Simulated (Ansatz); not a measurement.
```csv
atom,x (Å),y (Å),z (Å)
P,0.0000,0.0000,0.1198
H,1.1008,0.0000,-0.5988
H,-0.5504,0.9533,-0.5988
H,-0.5504,-0.9533,-0.5988
```

Basis set: def2-TZVP (spherical functions). Frozen core: 5 orbitals. Charge 0, multiplicity 1.

Computed with Ansatz (development build ahead of 0.2.0); each method stands on the lowest determinant of its kind that the runs found. Restricted open shells among the atoms or ions are ROHF, correlated in semicanonical orbitals with singles.

The atomization energy at this shape (free ground-state atoms in the same class of orbitals less the molecule, no zero-point energy) of singlet PH₃:

```tsv
method	atomization energy
RHF-MP2	9.20 eV
```

Task: What does RHF give?

Result: 7.11 eV. Caution: the shape is not the minimum.
